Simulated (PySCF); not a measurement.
Ionisation energy of Br²⁺ by level of theory

Br²⁺ [Ar] 3d10 4s2 4p3 (4S) → Br³⁺ [Ar] 3d10 4s2 4p2 (3P), as a difference of total energies. Calculation: PySCF 2.14, in aug-cc-pVDZ-PP with ECP10MDF; a scalar-relativistic core potential. Correlated levels: valence: 3s2 3p6 3d10 frozen. The calculations carry no spin-orbit coupling.

Problem. Order these methods by the ionisation energy they give, lowest first.
A. SCS-MP2 (valence)
B. MP2 (valence)
C. CCSD (valence)
D. PBE0

Solution. A (34.861 eV), C (34.935 eV), B (34.984 eV), D (35.155 eV).

The reference lies between the lowest fine-structure levels, while these numbers refer to the centres of the terms.

Errors of the correlated levels include the incompleteness of this basis and the frozen core.

For comparison: 34.871 ± 0.019 eV (measured; NIST Atomic Spectra Database, ionization energies).
